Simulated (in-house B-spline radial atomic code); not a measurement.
A radial electron density 4πr²n(r) was computed for an atom or ion in its tabulated ground configuration with a B-spline radial code for spherical atoms; method: non-relativistic Hartree-Fock, average of configuration. Columns: r (bohr), 4πr²n(r) (electrons per bohr), bar.

```
 0.00138    1.942 #
  0.0017    2.853 ##
  0.0021     4.18 ##
 0.00259    6.048 ###
  0.0032    8.677 #####
 0.00394     12.2 ######
 0.00486     16.9 #########
   0.006    22.95 ############
 0.00739    30.23 ################
 0.00912    38.66 ####################
  0.0112     47.3 #########################
  0.0139    55.66 #############################
  0.0171    61.56 ################################
  0.0211    64.07 ##################################
   0.026    62.73 #################################
  0.0321    58.92 ###############################
  0.0396     56.1 ##############################
  0.0488    58.22 ###############################
  0.0602    66.74 ###################################
  0.0743    77.82 #########################################
  0.0917    83.35 ############################################
   0.113    77.91 #########################################
   0.139    66.03 ###################################
   0.172    59.37 ###############################
   0.212     64.1 ##################################
   0.262    69.42 #####################################
   0.323    60.23 ################################
   0.398    39.02 #####################
   0.491    23.28 ############
   0.605    21.92 ############
   0.747     25.2 #############
   0.921    22.25 ############
    1.14    14.06 #######
     1.4    7.162 ####
    1.73     3.38 ##
    2.13    1.746 #
    2.63   0.8404 
    3.24   0.3003 
       4  0.06527 
    4.93 0.007715 
    6.08 0.0004211 
     7.5 8.914e-06
```

(1) Which atom or ion is it?
A. Sn3+
B. Sb3+
C. Xe4+
D. Sb4+

Answers

(1) B. The area under the curve, ∫4πr²n dr = ∫r·4πr²n d(ln r) on this logarithmic grid, is 48 electrons, which only this option has. The configuration is [Kr] 4d10 5s2.
